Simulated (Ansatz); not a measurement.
Reaction (silylene formation by 1,1-elimination): `B[SiH](C)OC` → BH₃ + `CO[Si]C`

Computed with Ansatz on PBE0-D4/def2-TZVP structures; ΔE is electronic, products minus reactants. CBS: MP2 limit from def2 TZ/QZ plus the TZ coupled-cluster correction, frozen cores. This one scheme is used for every species. DFT in def2-TZVPP. Each species was taken in one conformer, which may not be the lowest.

`B[SiH](C)OC`:

Z-matrix (Å, degrees):
```
Si
C 1 1.876
O 1 1.653 2 111.3
B 1 2.004 2 111.7 3 122.8
H 1 1.502 2 107.3 3 -118.4
H 2 1.093 1 111.5 3 -61.7
H 2 1.093 1 111.0 3 59.0
H 2 1.093 1 110.1 3 178.2
C 3 1.405 1 122.6 2 -62.9
H 4 1.198 1 119.4 2 56.8
H 4 1.195 1 123.4 2 -123.6
H 9 1.097 3 111.7 1 69.3
H 9 1.098 3 111.7 1 -52.1
H 9 1.092 3 108.5 1 -171.4
```

BH₃:

```xyz
4

B     0.000    0.000    0.000
H    -0.388    0.893    0.691
H     0.578   -0.924    0.487
H    -0.191    0.031   -1.178
```

`CO[Si]C`:

Z-matrix (Å, degrees):
```
C
O 1 1.407
H 1 1.093 2 109.2
H 1 1.093 2 112.4 3 120.9
H 1 1.093 2 109.1 3 -118.2
Si 2 1.646 1 133.8 3 -120.5
C 6 1.908 2 103.0 1 -0.0
H 7 1.093 6 109.8 2 179.9
H 7 1.097 6 111.9 2 60.2
H 7 1.097 6 111.9 2 -60.4
```

Problem. Is it downhill or uphill in electronic energy at CCSD(T)/CBS, and by how much? (Estimate.)

Solution. Ansatz gave: Uphill: ΔE = +159.4 kJ/mol.

Problem. What do these levels give: r2SCAN-D4, PBE0-D4, BHLYP-D4, ωB97M-V, BLYP, PBE0? (Best estimate.)

Solution. Ansatz gave: r2SCAN-D4 175.0, PBE0-D4 172.5, BHLYP-D4 163.9, ωB97M-V 150.0, BLYP 125.3, PBE0 167.0 kJ/mol.

Largest T1 diagnostic among the species: 0.014.

The D4 term adds +9.6 kJ/mol with B3LYP and +5.5 kJ/mol with PBE0; it sums over pairs of atoms, weighted by their polarisabilities, and B3LYP, whose exchange is more repulsive, gets the larger term. From BLYP to BHLYP (50 % exact exchange), in def2-TZVPP and without D4, ΔE moves by +30.8 kJ/mol.

B3LYP here is the variant with VWN-RPA as its local correlation; programs differ in this.
